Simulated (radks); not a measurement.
Values are calculated unless marked as measured or tabulated.
Q: All-electron atom: Rb3.75+ in [He] 2s1.25 2p6 3s2 3p6 3d10 4s2 4p4 (fractional occupations, a model configuration). Level of theory: Dirac Kohn-Sham, BLYP, spin-unpolarised, spherical densities, point nucleus; open shells are shared between the two j in proportion to 2j + 1 (a radial shooting solver on a logarithmic mesh with Libxc functionals).

Spin-orbit splittings of the eigenvalues, e(l+1/2) - e(l-1/2), with zeta = 2 splitting/(2l+1) and mean radii in bohr:

| shell | occ. | splitting (eV) | zeta (eV) | <r> j=l-1/2 | <r> j=l+1/2 |
|---|---|---|---|---|---|
| 2p | 6 | ? | ? | 0.1512 | 0.1553 |
| 3p | 6 | 9.586 | 6.391 | 0.5013 | 0.5114 |
| 3d | 10 | 1.734 | 0.6935 | 0.5006 | 0.5041 |
| 4p | 4 | 1.259 | 0.8394 | 1.467 | 1.492 |

Estimate the 2p splitting.

A: 61.71 eV (zeta = 41.14 eV).
